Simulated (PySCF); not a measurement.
A structure optimised at PBE-D3(BJ)/def2-SVP, used in a PySCF frequency run:

```xyz
8

O     -0.2219     0.1877     1.9175
Si    -0.0327     0.0290     0.2658
S      0.1713     1.8461    -0.8482
S      1.7304    -1.1471     0.0172
Cl    -1.7616    -0.8215    -0.5237
H     -1.0921     0.5346     2.1890
H      1.3405     2.1727    -0.2253
H      1.5053    -1.8337     1.1745
```
Charge 0, spin multiplicity 1.

Q: Write its SMILES and formula.

A: O[Si](S)(S)Cl, ClH3OS2Si

Q: What are its rotational constants (standard atomic weights)?

A: 1.8204, 1.6504, 1.2315 GHz
